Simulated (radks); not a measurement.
Results of a calculation; reference values are marked as such.
Task: These are the eigenvalues of the occupied orbitals of an atom or ion with whole-number occupations (eV). Code: a radial shooting solver on a logarithmic mesh with Libxc functionals. Model: non-relativistic Kohn-Sham, PBE, spin-polarised, spherical densities, point nucleus.

1s down: -5871.627
1s up: -5871.611
2s up: -696.9302
2s down: -695.5368
2p up: -597.8440
2p down: -596.7951
3s up: -110.8585
3s down: -107.3522
3p up: -83.0314
3p down: -79.5831
3d up: -38.8235
7f up: -2.4545

Which element is it, and in what charge state? The configuration may be excited. Open shells, if any, are filled with parallel spins first.

Result: Z = 24, chromium, charge +2: Cr2+ in [Ar] 3d3 7f1. The list shows which subshells hold electrons but not how many an open one holds; the 1s level, -215.78 hartree, gives Z - s = 20.8 by -(Z - s)^2/2, which with screening narrows Z to a few neighbours, and the depths of the outer levels then fix element, charge and occupations together.
